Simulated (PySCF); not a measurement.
# Electric field gradients and quadrupole coupling constants

Compound: o-benzoquinone, C₆H₄O₂.
Geometry (PBE0-D3(BJ)/def2-SVP, Å), atoms numbered from 1 in this order:
```xyz
12
C6H4O2 angstrom
O      0.2830    2.6148    0.2961
C      0.1151    1.4267    0.1574
C     -1.2156    0.7975    0.1518
C     -1.3415   -0.5368   -0.0017
C     -0.1868   -1.4140   -0.1686
C      1.0782   -0.9460   -0.1825
C      1.3426    0.4936   -0.0264
O      2.4551    0.9640   -0.0346
H     -2.0756    1.4595    0.2771
H     -2.3341   -0.9954   -0.0038
H     -0.3739   -2.4850   -0.2853
H      1.9461   -1.5975   -0.3073
```

Field gradients from the PBE0/pcSseg-1 density (PySCF, non-relativistic), principal values in atomic units, ordered |Vxx| ≤ |Vyy| ≤ |Vzz|:

```
atom     Vxx     Vyy      Vzz
  O1  0.4204  1.7358  -2.1562
  O8  0.4200  1.7368  -2.1568
```

Q: Find the asymmetry η = (Vxx − Vyy)/Vzz and the couplings χ = eQV/h (234.96 MHz × Q in barn × V in au), with Q(17O) = −0.0256 b.

A: 
```
atom    environment  nucleus     η  χzz (MHz)  χxx (MHz)  χyy (MHz)
  O1  ketone oxygen      17O  0.61      12.97      -2.53     -10.44
  O8  ketone oxygen      17O  0.61      12.97      -2.53     -10.45
```

The tensor is traceless: Vxx + Vyy + Vzz = 0.

Q: What is Vzz at O8 in SI units (1 au = 9.71736 × 10²¹ V/m²)?

A: -2.1568 au = -20.959 × 10²¹ V/m².

Q: What couplings would deuterons (Q(2H) = 0.00286 b) have in place of the hydrogens, at this geometry?

A: 
```
atom  bonded to  bond length (Å)  Vzz (au)     η  χzz (kHz)
  H9         C3            1.092    0.3010  0.05        202
 H10         C4            1.093    0.2980  0.05        200
 H11         C5            1.093    0.2979  0.05        200
 H12         C6            1.092    0.3010  0.05        202
```

Isolated species at its PBE0-D3(BJ)/def2-SVP geometry, gas phase. With so small a basis the couplings can be 20 % off.

The run behind these numbers computed NMR shieldings as well. The run took 17 s wall on an x86-64 server with one thread, no GPU, on a shared host.
